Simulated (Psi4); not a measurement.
F₂O (SMILES FOF), singlet, at a GFN2-xTB geometry; Psi4 with B97M-V/cc-pVDZ.

Input for Psi4:
```
memory 2 GB

molecule mol {
0 1
F     0.018890    1.091872   -0.247236
O    -0.022432   -0.002760    0.568977
F     0.001050   -1.089418   -0.258521
}

set {
  basis cc-pvdz
  reference rks
  scf_type pk
  puream true
  d_convergence 1e-8
  dft_radial_points 99
  dft_spherical_points 590
}

energy('b97m-v')
print_variables()
```

It wrote (shortened):

```
   => Loading Basis Set <=

    Name: CC-PVDZ
    Role: ORBITAL
    Keyword: BASIS

         ---------------------------------------------------------
                                   SCF
               by Justin Turney, Rob Parrish, Andy Simmonett
                          and Daniel G. A. Smith
                              RKS Reference
         ---------------------------------------------------------

  ==> Geometry <==

    Molecular point group: cs
    Full point group: Cs

    Geometry (in Angstrom), charge = 0, multiplicity = 1:

       Center              X                  Y                   Z               Mass
    ------------   -----------------  -----------------  -----------------  -----------------
         F            0.238374731670     1.091864437299     0.000000000000    18.998403162730
         O           -0.578832161907    -0.002805959472     0.000000000000    15.994914619570
         F            0.248948909662    -1.089502076537     0.000000000000    18.998403162730

  Running in cs symmetry.

  Rotational constants: A =      2.21370  B =      0.37294  C =      0.31917 [cm^-1]
  Rotational constants: A =  66365.08948  B =  11180.53554  C =   9568.52487 [MHz]
  Nuclear repulsion =   75.431358036250401

  Charge       = 0
  Multiplicity = 1
  Electrons    = 26
  Nalpha       = 13
  Nbeta        = 13

  ==> Algorithm <==

  SCF Algorithm Type is PK.
  DIIS enabled.
  MOM disabled.
  Fractional occupation disabled.
  Guess Type is SAD.
  Energy threshold   = 1.00e-06
  Density threshold  = 1.00e-08
  Integral threshold = 1.00e-12

  ==> Primary Basis <==

  Basis Set: CC-PVDZ
    Blend: CC-PVDZ
    Number of shells: 18
    Number of basis functions: 42
    Number of Cartesian functions: 45
    Spherical Harmonics?: true
    Max angular momentum: 2

  ==> DFT Potential <==

   => LibXC <=

    Version 7.1.2
    S. Lehtola, C. Steigemann, M. J. T. Oliveira, and M. A. L. Marques,  SoftwareX 7, 1–5 (2018) (10.1016/j.softx.2017.11.002)

   => Composite Functional: B97M-V <=

    B97M-V GGA Exchange-Correlation Functional

    N. Mardirossian and M. Head-Gordon,  J. Chem. Phys. 142, 074111 (2015) (10.1063/1.4907719)

    Deriv               =              1
    GGA                 =           TRUE
    Meta                =           TRUE

    Exchange Hybrid     =          FALSE
    MP2 Hybrid          =          FALSE

   => Exchange-Correlation Functionals <=

    1.0000   B97M-V exchange-correlation functional

   => LibXC Density Thresholds  <==

    XC_MGGA_XC_B97M_V:  1.00E-15

   => VV10 Non-Local Parameters <=

    VV10 B              =     6.0000E+00
    VV10 C              =     1.0000E-02

   => Molecular Quadrature <=

    Radial Scheme          =       TREUTLER
    Pruning Scheme         =           NONE
    Nuclear Scheme         =       TREUTLER

    Blocking Scheme        =         OCTREE
    BS radius alpha        =              1
    Pruning alpha          =              1
    Radial Points          =             99
    Spherical Points       =            590
    Total Points           =         164415
    Total Blocks           =           1319
    Max Points             =            256
    Max Functions          =             42
    Weights Tolerance      =       1.00E-15

  ==> Integral Setup <==

  Using in-core PK algorithm.
   Calculation information:
      Number of atoms:                   3
      Number of AO shells:              18
      Number of primitives:             66
      Number of atomic orbitals:        45
      Number of basis functions:        42

      Integral cutoff                 1.00e-12
      Number of threads:                 1

  Performing in-core PK
  Using 816312 doubles for integral storage.
  We computed 14665 shell quartets total.
  Whereas there are 14706 unique shell quartets.

  ==> DiskJK: Disk-Based J/K Matrices <==

    J tasked:                  Yes
    K tasked:                   No
    wK tasked:                  No
    Schwarz Cutoff:          1E-12

  Minimum eigenvalue in the overlap matrix is 2.9188993164E-02.
  Reciprocal condition number of the overlap matrix is 1.0282474726E-02.
    Using symmetric orthogonalization.

  ==> Pre-Iterations <==

  SCF Guess: Superposition of Atomic Densities via on-the-fly atomic UHF (no occupation information).

   -------------------------
    Irrep   Nso     Nmo
   -------------------------
     A'        30      30
     A"        12      12
   -------------------------
    Total      42      42
   -------------------------

  ==> Iterations <==

                        Total Energy        Delta E     RMS |[F,P]|

   @RKS iter SAD:  -274.26269357049483   -2.74263e+02   0.00000e+00
   @RKS iter   1:  -274.55926399510662   -2.96570e-01   8.69054e-03 ADIIS/DIIS
   @RKS iter   2:  -274.51837174446439    4.08923e-02   1.34857e-02 ADIIS/DIIS
   @RKS iter   3:  -274.57566150449844   -5.72898e-02   3.83849e-03 ADIIS/DIIS
   @RKS iter   4:  -274.58137962276572   -5.71812e-03   3.32220e-04 ADIIS/DIIS
   @RKS iter   5:  -274.58142216587288   -4.25431e-05   6.23325e-05 DIIS
   @RKS iter   6:  -274.58142344080369   -1.27493e-06   2.74161e-06 DIIS
   @RKS iter   7:  -274.58142344291571   -2.11202e-09   3.93378e-07 DIIS
   @RKS iter   8:  -274.58142344296135   -4.56453e-11   3.95148e-08 DIIS
   @RKS iter   9:  -274.58142344296186   -5.11591e-13   8.91080e-09 DIIS
  Energy and wave function converged.

  ==> Post-Iterations <==

   Electrons on quadrature grid:
      Ntotal   =   25.9999998999 ; deviation = -1.001e-07

    Orbital Energies [Eh]
    ---------------------

    Doubly Occupied:

[...]
       3App   -0.284705

    Virtual:

[...]
    Final Occupation by Irrep:
             Ap   App
    DOCC [    10,    3 ]
    NA   [    10,    3 ]
    NB   [    10,    3 ]

  @RKS Final Energy:  -274.58142344296186

   => Energetics <=

    Nuclear Repulsion Energy =             75.4313580362504013
    One-Electron Energy =                -531.4361176366667223
    Two-Electron Energy =                 210.7149712630971123
    DFT Exchange-Correlation Energy =     -29.4010214858220316
    Empirical Dispersion Energy =           0.0000000000000000
    VV10 Nonlocal Energy =                  0.1093863801794059
    Total Energy =                       -274.5814234429618637

Computation Completed

Properties will be evaluated at   0.000000,   0.000000,   0.000000 [a0]

Properties computed using the SCF density matrix

 Multipole Moments:

 ------------------------------------------------------------------------------------
     Multipole            Electronic (a.u.)      Nuclear  (a.u.)        Total (a.u.)
 ------------------------------------------------------------------------------------

 L = 1.  Multiply by 2.5417464519 to convert [e a0] to [Debye]
 Dipole X            :          0.3773988           -0.4625001           -0.0851013
 Dipole Y            :          0.0018298           -0.0022420           -0.0004122
 Dipole Z            :          0.0000000            0.0000000            0.0000000
 Magnitude           :                                                    0.0851023

 ------------------------------------------------------------------------------------

  Variable Map:
  ----------------------------------------------------------------------------
[...]
  Array Variable Map:
  ----------------------------------------------------------------------------
[...]
[...]
```
